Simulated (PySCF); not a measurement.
InFClBr, SMILES [F][In]([Cl])[Br].

Geometry optimised at PBE0-D3(BJ)/def2-SVP. The def2 effective core potentials stand for the cores of In; spin–orbit coupling is left out.

Computed with C-PCM-B3LYP/def2-SVP (PySCF 2.14.0).

The values are the electrostatic part of the solvation free energy, E(continuum) − E(gas) at the gas-phase geometry, in a cavity of scaled van der Waals radii (PySCF's table); cavitation and dispersion terms are not included. A continuum can't describe solvent molecules that bind to the metal. In vacuum the orbital gap is 5.34 eV. The dipole moment in vacuum is 1.18 D.

### Question
Estimate the values in water (ε = 78.36), ethanol (ε = 24.85), benzene (ε = 2.27). (An estimate is asked for; the answer gives what the named calculation found.)

### Answer

```json
[
 {"solvent": "water", "ε": "78.36", "ΔG(elec) (kcal/mol)": "-8.2", "dipole (D)": "1.21", "gap (eV)": "5.49"},
 {"solvent": "ethanol", "ε": "24.85", "ΔG(elec) (kcal/mol)": "-8.0", "dipole (D)": "1.21", "gap (eV)": "5.48"},
 {"solvent": "benzene", "ε": "2.27", "ΔG(elec) (kcal/mol)": "-4.4", "dipole (D)": "1.20", "gap (eV)": "5.42"}
]
```
